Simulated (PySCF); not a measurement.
Bonds: Si1-C2, Si1-C9, Si1-O16, Si1-O23, C2-C3, C9-C10, O16-C17, C17-C18, C17-O19, O23-C24, C24-C25, C24-O26. C2 carries H4, H5; C3 carries H6, H7, H8; C9 carries H11, H12; C10 carries H13, H14, H15; C18 carries H20, H21, H22; C25 carries H27, H28, H29.

- NMR shieldings at KT2/pcSseg-1/GIAO
- coordinates at the PBE0-D3(BJ)/def2-SVP level
- program: PySCF 2.14.0 with density-fitted response routines
- non-relativistic Hamiltonian, no solvent model, one averaged value for each set of equivalent atoms, one computed conformer

Referencing at the same level of theory: ¹³C and ¹H and ²⁹Si vs TMS; ¹⁷O vs H2O.

```csv
atoms,nucleus,count,δ (ppm)
O16/O23,¹⁷O,2,?
C17/C24,¹³C,2,164.4
Si1,²⁹Si,1,11.7
C2/C9,¹³C,2,7.4
O19/O26,¹⁷O,2,438.3
H6/H7/H8/H13/H14/H15,¹H,6,1.00
H4/H5/H11/H12,¹H,4,1.00
C3/C10,¹³C,2,7.9
C18/C25,¹³C,2,?
H20/H21/H22/H27/H28/H29,¹H,6,?
```

Q: Fill in the missing shifts.

A: 
- C18/C25: 21.6 ppm, carbon bonded to C, 3 H
- H20/H21/H22/H27/H28/H29: 1.97 ppm, hydrogen on a carbon bonded to C
- O16/O23: 230.0 ppm, oxygen bonded to C, Si

Shifts are as computed. Against solution values, carbons near 30 ppm lie about +2 ppm off and those near 130 ppm about -5 ppm (rms about the fit 1.2 ppm; single classes can miss by 10 ppm). Of 1328 compounds with measured shifts, 309 miss one by over three times the rms of a fit or turn the order of signals round; such compounds aren't used in these exercises. Signals without a measured value on file couldn't be tested in this way. Unscaled 17O shifts of doubly bonded oxygen tend to come out too high, by tens of ppm or more. Experimental scales use liquid or dissolved standards, which lie at an offset from isolated H2O (liquid H2O: subtract about 36 ppm).
